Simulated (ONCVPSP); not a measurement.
Transferability test, ONCV potential for bromine (Br)

```
Element                 : bromine
Generator               : ONCVPSP 4.0.1
Type                    : optimised norm-conserving Vanderbilt (ONCV)
Functional              : PBEsol
Relativity              : scalar-relativistic
Frozen core             : [Ar]
Valence charge          : 17
Reference configuration : 3d10 4s2 4p4.5 (charge +0.5)
Partial waves           : 4s: rc 1.45 bohr, ncon 3, nbas 7, qcut 3.8 1/bohr, 2 projectors, debl 0.6 Ha; 4p: rc 1.30 bohr, ncon 4, nbas 9, qcut 5.4 1/bohr, 2 projectors, debl 2.4 Ha; 3d: rc 0.60 bohr, ncon 4, nbas 8, qcut 22.4 1/bohr, 2 projectors, debl 1.9 Ha
Local potential         : polynomial inside 0.60 bohr (lpopt 5, dvloc0 0 Ha)
Core correction         : none
```

In the s channel the program set the typed energies aside and used -0.922, 0.250 Ha. In the d channel the program set the typed energies aside and used -2.649, 0.250 Ha.

Energies are relative to the spin-unpolarised reference configuration 3d10 4s2 4p4.5; without spin polarisation the order of configurations can differ from experiment.

(1) Give the all-electron excitation energy and the error of the potential for: 3d10 4s2 4p5; 3d10 4s2 4p4; 3d10 4s2 4p3; 3d9 4s2 4p6.

Levels in the configuration 3d10 4s2 4p5:

```tsv
level	all-electron (eV)	pseudo (eV)
3d	-66.713	-66.750
4s	-20.134	-20.131
4p	-7.855	-7.855
```

Note: ghosts flagged at negative energy: s at -336.3 eV; GHOST(+) flagged for p at 24.7 eV. A true bound ghost makes a file unfit for plane-wave use.

Answers

(1)

```
valence configuration  charge  ΔE all-electron (eV)  error AE − PS (meV)
         3d10 4s2 4p5       0                -5.073                 +0.9
         3d10 4s2 4p4      +1                 7.480                 -1.0
         3d10 4s2 4p3      +2                30.252                 -2.7
          3d9 4s2 4p6       0                59.241                 -751
```
